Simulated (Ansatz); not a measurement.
In8Sb8H22, a nanocrystal cut from wurtzite InSb (hydrogen-capped). Total charge 0; triplet. Geometry PBE-D4/def2-SVP, that of the neutral singlet; atoms count from 1.

```xyz
38

In    2.404    4.723    1.595
Sb    1.427    2.954    3.743
Sb    1.111    3.056   -0.382
In    2.342    0.505   -0.708
In   -0.095    0.514    3.531
Sb    1.357   -0.963    1.566
Sb    1.205   -0.915   -2.904
In    2.595   -3.367   -3.544
In   -0.003   -3.417    1.034
Sb    1.605   -4.593   -1.050
In   -1.722    3.074   -0.117
Sb   -2.359    1.241    1.965
Sb   -2.417    1.493   -2.439
In   -1.619   -1.257   -2.868
In   -4.244   -0.796    1.095
Sb   -2.273   -2.383   -0.338
H     4.119    4.460    1.553
H     1.498    6.191    1.788
H     2.724    2.547    4.798
H     0.575    3.884    4.914
H     1.352    3.804   -1.916
H     4.086    0.562   -0.732
H    -0.380   -0.273    5.058
H     2.778   -1.461    2.403
H     1.438    0.164   -4.228
H     4.299   -3.161   -3.287
H     1.743   -4.195   -4.810
H    -0.280   -4.475    2.390
H     2.911   -5.330   -0.206
H     0.812   -6.077   -1.412
H    -2.511    4.627   -0.111
H    -3.244    2.246    3.048
H    -1.759    2.357   -3.774
H    -4.066    1.728   -2.871
H    -2.356   -1.946   -4.288
H    -4.798   -1.686    2.477
H    -5.158   -0.015   -0.168
H    -3.101   -3.819   -0.807
```

In the def2 sets In, Sb take a core potential; there is no spin–orbit coupling. Single mean-field runs in def2-SVP are fitted with def2-universal-jkfit. At PBE0-D4/def2-SVP a singlet of charge 0 lies 3.52 eV below the triplet at the same geometry.

Estimate the Mulliken populations of the heavy atoms from the PBE0/def2-SVP orbitals of Ansatz.


| atom | charge (e) | spin (α − β) |
| --- | --- | --- |
| In1 | 0.16 | 0.24 |
| Sb2 | 0.00 | 0.01 |
| Sb3 | -0.05 | 0.33 |
| In4 | 0.08 | 0.28 |
| In5 | 0.19 | 0.03 |
| Sb6 | -0.18 | 0.05 |
| Sb7 | -0.05 | 0.34 |
| In8 | 0.16 | 0.24 |
| In9 | 0.19 | 0.03 |
| Sb10 | 0.00 | 0.01 |
| In11 | 0.17 | 0.04 |
| Sb12 | -0.17 | 0.01 |
| Sb13 | 0.04 | 0.09 |
| In14 | 0.17 | 0.04 |
| In15 | 0.22 | 0.00 |
| Sb16 | -0.17 | 0.01 |
Mulliken values and Mayer orders depend strongly on the basis.

Where does the spin sit?

Summed by element: In 0.90, Sb 0.87, H 0.23, of 2 unpaired in all. Largest on single atoms: Sb7 0.34, Sb3 0.33, In4 0.28.

And the Mayer bond orders between bonded heavy atoms (over 0.3)?

In1–Sb2 0.61 (2.95 Å); In1–Sb3 0.55 (2.89 Å); Sb2–In5 0.69 (2.88 Å); Sb3–In4 0.58 (2.85 Å); Sb3–In11 0.76 (2.85 Å); In4–Sb6 0.73 (2.88 Å); In4–Sb7 0.58 (2.85 Å); In5–Sb6 0.74 (2.86 Å); In5–Sb12 0.78 (2.85 Å); Sb6–In9 0.74 (2.86 Å); Sb7–In8 0.55 (2.89 Å); Sb7–In14 0.76 (2.85 Å); In8–Sb10 0.61 (2.95 Å); In9–Sb10 0.69 (2.88 Å); In9–Sb16 0.78 (2.85 Å); In11–Sb12 0.81 (2.85 Å); In11–Sb13 0.66 (2.89 Å); Sb12–In15 0.65 (2.91 Å); Sb13–In14 0.66 (2.89 Å); In14–Sb16 0.81 (2.85 Å); In15–Sb16 0.65 (2.91 Å).
